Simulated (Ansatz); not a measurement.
Born–Oppenheimer molecular dynamics of BrH$_{5}$OSn (8 atoms, charge 0, multiplicity 1). It starts at the highest image of a converged band, a first-order saddle point between two minima.

These are results of RKS PBE0/def2-SVP (Ansatz), not measurements.

```json
{"ensemble": "NVE (velocity Verlet)", "time step": "0.5 fs", "steps asked": "200", "starting velocities drawn for": "100 K", "seed": "7348"}
```

First frame:

```xyz
8
Properties=species:S:1:pos:R:3
Sn -0.055 0.051 -0.124
O 0.128 -0.136 1.938
H -0.699 -0.205 2.436
H 1.544 0.287 -0.626
H -1.009 1.473 -0.197
H -0.892 -1.312 -0.697
Br 1.544 -2.602 1.549
H 0.766 -1.227 1.992
```

(1) How far do the bonds stretch over the last three quarters of this one trajectory? (Pairs bonded in most of those frames.)

Results:

(1) 
```json
{"bond": "Sn1–O2", "mean (Å)": "2.070", "spread (Å)": "0.034", "shortest": "2.02", "longest": "2.11"}
{"bond": "Sn1–H4", "mean (Å)": "1.696", "spread (Å)": "0.018", "shortest": "1.67", "longest": "1.72"}
{"bond": "Sn1–H5", "mean (Å)": "1.714", "spread (Å)": "0.040", "shortest": "1.66", "longest": "1.77"}
{"bond": "Sn1–H6", "mean (Å)": "1.700", "spread (Å)": "0.014", "shortest": "1.68", "longest": "1.73"}
{"bond": "O2–H3", "mean (Å)": "0.967", "spread (Å)": "0.001", "shortest": "0.96", "longest": "0.97"}
{"bond": "Br7–H8", "mean (Å)": "1.612", "spread (Å)": "0.070", "shortest": "1.49", "longest": "1.72"}
```

Mean temperature of the second half: 56 K. The conserved energy stayed within 0.038 meV per atom of its start (net change 0.024 meV per atom), so the integration is sound. A run of 0.1 ps of so small a system gives no equilibrium averages. The orbitals stay closed-shell, which can raise the energy where a bond breaks towards radicals; this wasn't checked here.

Time of the run: 10 min on 2 threads of Arm Neoverse V1 (shared host), peak memory 0.23 GiB.
